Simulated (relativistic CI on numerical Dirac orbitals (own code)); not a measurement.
Br XX: q coefficients and field-shift factors

Calculated at this level of theory: Dirac-Coulomb-Breit CI, separate exchange-only KLI orbitals for each configuration, derivatives by finite differences, unscaled Slater integrals, QED left out (own radial code, finite nucleus).

Configurations in the expansion (outside the closed core [Ne]): 3s²3p⁴, 3s3p⁵, 3s²3p³3d, 3p⁶, 3s3p⁴3d, 3p⁵3d, 3p⁴3d², 3p³3d³. Double excitations out of closed p, d and f shells are left out; levels of such configurations are missing from the list, as are those of other unlisted configurations, and high levels can miss mixing partners.

With x = (α/α₀)² − 1 an excitation energy changes as ω = ω₀ + qx; K = 2q/ω₀ is the relative enhancement. Terms are leading LS components, so labels can repeat. The field-shift factor is F = δν/δ⟨r²⟩ for the transition from the lowest level.

Lowest level 3s²3p⁴ ³P2.

```tsv
Level	ω₀ (cm⁻¹)	q (cm⁻¹)	K	F (GHz/fm²)
3s²3p⁴ ³P0	48800	22450	0.92	-0.411
3s²3p⁴ ³P1	67098	76950	2.29	-0.616
3s²3p⁴ ¹D2	105755	72620	1.37	-0.549
3s²3p⁴ ¹S0	214194	133000	1.24	-2.21
3s3p⁵ ³P°2	527412	87500	0.332	-59.3
3s3p⁵ ³P°1	563684	110100	0.39	-56.7
3s3p⁵ ³P°0	599786	158100	0.527	-56.8
3s3p⁵ ¹P°1	673295	123800	0.368	-42
3s²3p³3d ⁵D°2	676237	35500	0.105	0.958
3s²3p³3d ⁵D°3	676856	38170	0.113	1.33
3s²3p³3d ⁵D°0	679000	51900	0.153	-1.22
3s²3p³3d ⁵D°1	681383	59200	0.174	-1.79
3s²3p³3d ⁵D°4	686652	52960	0.154	1.34
3s²3p³3d ³D°2	711198	41760	0.117	0.834
3s²3p³3d ³D°3	741853	75880	0.205	1.12
3s²3p³3d ³D°1	749364	78230	0.209	1.04
3s²3p³3d ³F°2	752055	76250	0.203	0.875
3s²3p³3d ³F°3	762198	85610	0.225	1.06
3s²3p³3d ¹S°0	764064	67460	0.177	1.15
3s²3p³3d ³F°4	775481	88330	0.228	1.02
3s²3p³3d ³G°3	780499	54990	0.141	1.33
3s²3p³3d ³F°4	797756	80930	0.203	1.32
3s²3p³3d ¹G°4	811250	81250	0.2	1.17
```

At this charge energies of transitions that change n are usually good to better than 1 %, and those within a shell (Δn = 0) to a few per cent.
